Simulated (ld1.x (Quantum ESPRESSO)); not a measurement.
## u(r) = r·R(r): atom against pseudo-atom (niobium)

Columns: radius, all-electron u(r) and pseudo u(r) of the 5s shell (level -4.20 eV) of niobium in the configuration [Kr] 4d4 5s1 5p0; LDA (PZ), scalar-relativistic, PAW scheme, ld1.x (Quantum ESPRESSO) 7.5.

```
r (bohr)  all-electron  pseudo
   0.175       -0.0181  0.0530
   0.350        0.1625  0.1056
   0.525       -0.0099  0.1574
   0.700       -0.1976  0.2079
   0.875       -0.2675  0.2567
   1.050       -0.2303  0.3035
   1.225       -0.1296  0.3478
   1.400       -0.0033  0.3892
   1.575        0.1244  0.4274
   1.750        0.2405  0.4621
   1.925        0.3390  0.4929
   2.100        0.4184  0.5195
   2.275        0.4796  0.5417
   2.450        0.5242  0.5593
   2.625        0.5544  0.5721
   2.800        0.5725  0.5799
   2.975        0.5804  0.5827
   3.150        0.5801  0.5804
   3.325        0.5731  0.5731
   3.500        0.5608  0.5608
   3.675        0.5445  0.5445
   3.850        0.5252  0.5252
   4.025        0.5036  0.5036
   4.200        0.4805  0.4805
   4.375        0.4565  0.4565
   4.550        0.4320  0.4320
```

**Question.** How many radial nodes do the two functions have?

**Answer.** The all-electron 5s function has n − l − 1 = 4 (the table is too coarse to show those close to the nucleus); the pseudo-wave has 0, since the states of the same l below it are removed with the core.

**Question.** At about which radius was the pseudo-wave matched?

**Answer.** 3.40 bohr. The columns agree to 0.0005 from 3.15 bohr on; several derivatives are matched, so the curves merge somewhat inside the radius.

**Question.** Is the pseudo-wave norm-conserving?

**Answer.** No, it belongs to a PAW set: the norm inside the radius is not constrained, and the difference is carried by the augmentation charge.
